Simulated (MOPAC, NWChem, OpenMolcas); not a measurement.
A ladder of methods for TlBr (SMILES [Br][Tl])

TlBr has 2 atoms, charge 0, and is taken as a singlet. As SMILES, `[Br][Tl]`. The bond length is the measured one.

```csv
atom,x (Å),y (Å),z (Å)
Br,0.0000,0.0000,0.0000
Tl,0.0000,0.0000,2.6182
```

Each level gives the dipole moment (D). The values are calculated.

```csv
level,kind,program,value (D),CPU time
PM7,semi-empirical,MOPAC,5.42,under 2 s
HF/def2-TZVPPD (core potential),Hartree–Fock,OpenMolcas,4.72,18 s
SVWN5/def2-TZVPPD (core potential),LDA,OpenMolcas,4.09,25 s
BLYP/def2-TZVPPD (core potential),GGA,NWChem,4.14,63 s
M06-L/def2-TZVPPD (core potential),meta-GGA,NWChem,4.25,88 s
M06-2X/def2-TZVPPD (core potential),hybrid meta-GGA,OpenMolcas,4.75,32 s
PBE0/def2-TZVPPD (core potential),global hybrid,NWChem,4.44,62 s
wB97X/def2-TZVPPD (core potential),range-separated hybrid,NWChem,4.58,3.2 min
```

The values span 4.09 to 5.42 D. CPU times are rough (shared hosts, several kinds of processor): they show what a rung costs within a factor of a few.
